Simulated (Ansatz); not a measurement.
A search over several starts for the lowest SCF solution of the cluster Ca4⁺ at the given spin, in a small basis.

```yaml
crystal:
  periodic: [false, false, false]
  atoms:
    - {symbol: Ca, position_ang: [-0.645537, 2.087245, 0.669160]}
    - {symbol: Ca, position_ang: [2.241299, -0.257044, 0.364131]}
    - {symbol: Ca, position_ang: [-0.444698, -0.257692, -2.226518]}
    - {symbol: Ca, position_ang: [-1.151075, -1.572509, 1.193217]}
basis:
  gaussian: {orbitals: def2-SVP}
total_charge: 1
magnetization: {spin_polarized: true, initial_magnetization: 1}
hamiltonian: {xc: pbe0}
output: {orbitals: {seedname: orbitals}}
```

```sh
$ ansatz run in.yaml --threads 4 --pin off --events-out ev --progress --plain --max-ram 3916MiB
```

Output, abridged:

```
Functional definition: PBE0
1096 factors; integrals over basis functions are off by at most 1.7e-4 eV
mean field evaluation 1: about -73714.4162 eV, gradient 1.8e1 eV
mean field evaluation 2: about -73710.4238 eV, gradient 3.0e1 eV
mean field evaluation 4: about -73717.1497 eV, gradient 2.0e0 eV
mean field evaluation 8: about -73717.3393 eV, gradient 3.9e-1 eV
mean field evaluation 16: about -73717.3434 eV, gradient 1.8e-2 eV
mean field evaluation 32: about -73717.3614 eV, gradient 2.9e-2 eV
mean field evaluation 64: about -73717.3500 eV, gradient 5.1e-1 eV
mean field evaluation 96: about -73717.3440 eV, gradient 2.4e-6 eV
mean field evaluation 128: about -73717.3457 eV, gradient 7.0e-1 eV
mean field -73717.36151777 eV, -2709.0630683559 hartree, gradient 4.0e-6 eV, S^2 0.781591; 13 other end points of the search recorded, 0 dependent functions left out
reference -73717.36155970 eV, -2709.0630698966 hartree; 40, 39 occupied and 56, 57 virtual orbitals, 1096 factors
Total energy: -73717.36155970 eV, -2709.0630698966 hartree
```

Run time 38 s (4 threads of Arm Neoverse V2 on a shared host).

Other converged states that the search met: 0.02 eV higher (⟨S²⟩ = 0.81).

The structure comes from a short search, and lower isomers may exist.
